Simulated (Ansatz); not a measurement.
Calculated with Ansatz (gas phase, PBE0-D4/def2-TZVP geometries, no zero-point term in ΔE). CCSD(T)/CBS is the MP2 limit (def2-TZVPP, def2-QZVPP) plus CCSD(T) − MP2 in def2-TZVPP, frozen cores. Functionals use def2-TZVPP. B3LYP here is the variant with VWN-RPA as its local correlation; programs differ in this. def2 core potentials past Kr. For Te outer-core shells are correlated without core-valence functions, which leaves a few kJ/mol of doubt a bond. One conformer a species, not always the lowest.

`[SiH3]C(Cl)(Cl)[TeH]` + `OCF` → `OC(F)[TeH]` + `[SiH3]C(Cl)Cl`  (formal exchange of groups at a Te–C bond)

| level | ΔE (eV) |
| --- | --- |
| PBE0-D4 | -0.01 |
| BHLYP-D4 | 0.05 |
| B3LYP | -0.12 |
| HF/CBS(def2) | -0.09 |

Task: What does CCSD(T)/CBS give? (Best estimate.)

Result: Ansatz gave: +0.09 eV. The listed levels differ from it by -0.10, -0.04, -0.21, -0.18 eV.

Task: What do rigid-rotor, harmonic-oscillator terms from PBE0-D4/def2-TZVP frequencies (298.15 K, 1 bar) make of the CCSD(T)/CBS value? (Best estimate.)

Result: The calculation gave: ΔZPE = 0.00 eV, ΔH = +0.08 eV, ΔS = 7 J/(mol·K), ΔG = +0.06 eV.

Largest T1 diagnostic among the species: 0.012.

Leaving LDA and LC-ωPBE aside and taking each functional with its dispersion term where it has one, the values, not all of them listed here, spread over 0.11 eV, from r2SCAN-D4 to BHLYP-D4. From BLYP to BHLYP (50 % exact exchange), in def2-TZVPP and without D4, ΔE moves by +0.06 eV.
